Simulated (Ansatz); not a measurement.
Program: Ansatz. Geometries: PBE0-D4/def2-TZVP. ΔE: electronic, gas phase. CBS: MP2 limit from def2 TZ/QZ plus the TZ coupled-cluster correction, frozen cores. This one scheme is used for every species. DFT in def2-TZVPP. Each species was taken in one conformer, which may not be the lowest.

Reaction (ligand exchange at the Si–F bond): `FC[SiH](F)[SiH3]` + H₂S → `FC[SiH]([SiH3])S` + H–F

Q: Is it downhill or uphill in electronic energy at CCSD(T)/CBS, and by how much? (Best estimate.)

A: Computed: Uphill: ΔE = +63.4 kJ/mol.

Q: What do these levels give: revPBE-D4, PBE0-D4, r2SCAN0-D4, ωB97X-V, BLYP, r2SCAN0, CAM-B3LYP, RPA@PBE/def2-TZVPP, MP2/def2-SVP, MP2/def2-TZVPP, CCSD/def2-TZVPP, CCSD/CBS(def2)? (Best estimate.)

A: Ansatz gave: revPBE-D4 50.0, PBE0-D4 55.4, r2SCAN0-D4 64.8, ωB97X-V 71.4, BLYP 82.3, r2SCAN0 67.0, CAM-B3LYP 85.3, RPA@PBE/def2-TZVPP 71.8, MP2/def2-SVP 65.1, MP2/def2-TZVPP 60.3, CCSD/def2-TZVPP 71.8, CCSD/CBS(def2) 68.3 kJ/mol.

Largest T1 diagnostic among the species: 0.012.

The D4 term adds −10.7 kJ/mol with B3LYP and −5.9 kJ/mol with PBE0; it sums over pairs of atoms, weighted by their polarisabilities, and B3LYP, whose exchange is more repulsive, gets the larger term. At CCSD(T), def2-SVP lies +5.6 kJ/mol from the extrapolated value and def2-TZVPP +3.4 kJ/mol. Leaving LDA and LC-ωPBE aside and taking each functional with its dispersion term where it has one, the values, not all of them listed here, spread over 29.0 kJ/mol, from revPBE-D4 to CAM-B3LYP-D4.

B3LYP here is the variant with VWN-RPA as its local correlation; programs differ in this.
